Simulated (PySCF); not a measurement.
Does the structure fit the spectrum?

A compound C5H8N2OSi gives the data below (simulated from a calculation) and was assigned the structure `C=NCc1cnoc1[SiH3]`.

13C{1H} NMR (computed): δ 172.4 (C), 165.5 (C), 112.5 (C), 87.9 (C), 28.9 (CH2).

1H NMR (400 MHz, computed): δ 11.88 (br s, 1H), 7.75 (br, 1H), 4.54 (br, 1H), 4.35 (s, 3H), 3.59 (s, 2H).

PySCF 2.14 calculation with shielding tensors at PBE0/pcSseg-1 (GIAO) and GFN2-xTB structure; no solvent model, non-relativistic, rapidly exchanging positions averaged, single conformer.

δ = σ(ref) − σ, references computed at the same level: TMS for 1H (σref 31.72) and 13C (σref 186.93).

Task: Compare with the shifts computed for the proposed structure, pairing carbons in order of shift.

Result: Structure with atom numbers: `[CH2:1]=[N:2][CH2:3][c:4]1[cH:5][n:6][o:7][c:8]1[SiH3:9]`. Each H is labelled by its parent atom.

```tsv
atom	computed for proposal	given list	difference
C8	173.4	172.4	+1.0
C1	158.3	165.5	-7.2
C5	150.0	112.5	+37.5
C4	135.2	87.9	+47.3
C3	61.0	28.9	+32.1
```

The rms difference is 30.7 ppm and the largest +47.3 ppm at C4 (substituted aromatic carbon). The carbon types in order of shift don't match either: C, CH2, CH, C, CH2 for the proposal against C, C, C, C, CH2 in the data. The proposal doesn't fit.

Task: Which isomer fits?

Result: `[SiH3]C#CC/C(=N\[H])C(N)=O`.

- Carbon types of the structure: 4 × C, 1 × CH2, leaving 6 H on heteroatoms.
- δC 172.4: C=N carbon.
- δC 165.5: amide carbonyl carbon; it is a carbonyl in resonance with an O or N lone pair, the region of acids, esters and amides.
- δC 112.5, 87.9: alkyne carbon.
- δH 11.88: hydrogen on an imine nitrogen; exchangeable; this is the value without hydrogen bonding to other molecules.

The data come from this structure; uniqueness wasn't tested.

Exchangeable OH/NH protons stand at their gas-phase positions; hydrogen bonding in a real sample shifts them, mostly to higher δ. Rotation about the amide-type C–N bond is slow at room temperature, so the two groups on nitrogen are listed apart. Shifts are as computed. Against solution values, carbons near 30 ppm lie about +3 ppm off and those near 130 ppm about +5 ppm. Of 1211 compounds with measured shifts, 218 miss one by over three times the rms of a fit or turn the order of signals round; such compounds aren't used in these exercises. The C=O carbon of an acid or of an amide with N–H lies up to 10 ppm further downfield in solution, through hydrogen bonding that the calculation lacks. No couplings were computed; multiplicities are counted from neighbouring protons, with m where these are inequivalent, close in shift, in a saturated or five-membered ring or joined by F or P, and br s for small geminal =CH2 splittings.
